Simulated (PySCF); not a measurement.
C₄H₆F₂O.
Structure used (PBE0-D3(BJ)/def2-SVP), in Å, numbered top down from 1:
```
atom  x, y, z in Å
C1    -0.376    1.195   -0.650
C2    -0.421    0.039    0.013
C3    -1.667   -0.764    0.231
F4    -2.763   -0.131   -0.273
O5     0.627   -0.609    0.597
C6     1.904   -0.233    0.249
F7     2.246    0.962    0.806
H8    -1.300    1.575   -1.085
H9     0.536    1.784   -0.740
H10   -1.558   -1.752   -0.252
H11   -1.801   -0.937    1.314
H12    2.576   -1.009    0.645
H13    1.995   -0.136   -0.849
```

Level of theory: PBE0-D3(BJ)/def2-SVP geometry optimisation, gas phase in PySCF 2.14.0.

Masses are those of the commonest isotopes; rigid-rotor values at the optimised geometry. The values belong to one conformer with, in the numbering `[CH2:1]=[C:2]([CH2:3][F:4])[O:5][CH2:6][F:7]`, C1–C2–C3–F4 -3°, C1–C2–O5–C6 -16°, C2–O5–C6–F7 74°.

Give the principal moments of inertia and the rotational constants in GHz.

Ia = 69.58, Ib = 374.02, Ic = 421.39 u·Å²; 505379 MHz·u·Å²/I gives 7263, 1351 and 1199 MHz, that is A = 7.2629, B = 1.3512, C = 1.1993 GHz.

What kind of rotor is it?

A near-prolate asymmetric top; Ray's κ = -0.950.

Is it planar, by Δ = Ic − Ia − Ib?

Not planar: Δ = Ic − Ia − Ib = -22.22 u·Å². For a rigid frame Δ = −2 Σ m c², so Σ m c² = 11.11 u·Å² lies off the ab plane: 4.12 from hydrogen and 6.99 from heavier atoms. The atom farthest from that plane is 1.42 Å away.

Where do the levels up to J = 2 lie, in cm⁻¹?

Above 0(0,0):
J = 1: 1(0,1) 0.0851, 1(1,1) 0.2823, 1(1,0) 0.2873
J = 2: 2(0,2) 0.2551, 2(1,2) 0.4474, 2(1,1) 0.4626, 2(2,1) 1.0541, 2(2,0) 1.0542
The levels of one J sum to (2J + 1)J(J + 1)(A + B + C)/3.

Which types of transition are allowed, and where do some lines up to J = 3 fall?

The dipole components are |μa| = 0.82 D, |μb| = 1.38 D, |μc| = 1.35 D. The squared components, which scale the intensities, stand as 0.36 : 1.00 : 0.95 (a : b : c). Some of the stronger lines:

| type | branch | J(Ka,Kc) | MHz | lower level (cm⁻¹) |
| --- | --- | --- | --- | --- |
| a | R | 2(0,2) ← 1(0,1) | 5098 | 0.085 |
| a | R | 2(1,1) ← 1(1,0) | 5253 | 0.287 |
| c | Q | 2(1,2) ← 2(0,2) | 5763 | 0.255 |
| b | Q | 3(1,2) ← 3(0,3) | 6456 | 0.510 |
| a | R | 3(1,3) ← 2(1,2) | 7422 | 0.447 |
| a | R | 3(2,2) ← 2(2,1) | 7652 | 1.054 |
| b | R | 2(1,2) ← 1(0,1) | 10861 | 0.085 |
| b | R | 3(1,3) ← 2(0,2) | 13185 | 0.255 |
| c | R | 3(1,2) ← 2(0,2) | 14096 | 0.255 |
| b | Q | 2(2,0) ← 2(1,1) | 17738 | 0.463 |
| b | Q | 3(2,2) ← 3(1,3) | 18420 | 0.695 |
| c | R | 2(2,1) ← 1(1,1) | 23140 | 0.282 |
| b | R | 2(2,0) ← 1(1,1) | 23143 | 0.282 |
| c | Q | 3(3,1) ← 3(2,1) | 29925 | 1.310 |
| b | Q | 3(3,1) ← 3(2,2) | 29940 | 1.309 |
| b | R | 3(3,1) ← 2(2,0) | 37588 | 1.054 |
| b | R | 3(3,0) ← 2(2,1) | 37591 | 1.054 |

Estimate the classical rotational partition function at 25 K, 50 K and 298.15 K.

Point group C1, symmetry number σ = 1; q = (√π/σ)·√((kT/h)³/(ABC)), k/h = 20836.6 MHz/K: 6140 at 25 K, 17400 at 50 K, 253000 at 298.15 K.

No frequency check. Constants of a rigid frame at the computed geometry: no zero-point averaging, no centrifugal distortion.

Hardware: an Arm Neoverse V1 with one thread (shared host). Cost: 79 s of wall time, 0.48 GiB resident at most. That covers the optimisation of the geometry.
